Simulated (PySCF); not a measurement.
Delta-SCF ions had no search for a lower state. Excitations are Tamm–Dancoff values on a coarser integration grid. The basis has no diffuse functions, so Rydberg states are missing or too high.

C$_{2}$H$_{7}$BO, SMILES `CB(C)O` (C–B–O–H torsion 178°) (charge 0, multiplicity 1)

Level of theory: M06-2X/def2-TZVP // PBE0-D3(BJ)/def2-TZVP (PySCF 2.14.0).

```
Item                                                                        Result
-------------------------------------------  -------------------------------------
HOMO                                                                      -9.75 eV
dipole moment                                                               1.45 D
HOMO–LUMO gap                                                             10.93 eV
LUMO                                                                       1.18 eV
S1 excitation (TDA)                                                        7.20 eV
S1 oscillator strength                                                       0.000
brightest of the four lowest singlets (TDA)                                8.08 eV
T1 excitation (TDA)                                                        6.82 eV
S1–T1 gap (TDA)                                                            0.38 eV
vertical ionisation energy (Delta-SCF)                                    10.90 eV
total energy                                                          -180.5581 Ha
cost                                         about 9 core-minutes (a rough figure)
```

```xyz
11

C      1.4788    -0.1804     0.1049
B      0.0244     0.3895    -0.0410
C     -1.2452    -0.5436    -0.0199
O     -0.0971     1.7395    -0.1914
H      1.6466    -0.4723     1.1489
H      2.2487     0.5450    -0.1636
H      1.6234    -1.0903    -0.4846
H     -1.3010    -1.0918    -0.9682
H     -2.1952    -0.0156     0.1069
H     -1.1719    -1.3069     0.7600
H     -1.0116     2.0269    -0.2518
```
Charge 0, spin multiplicity 1.
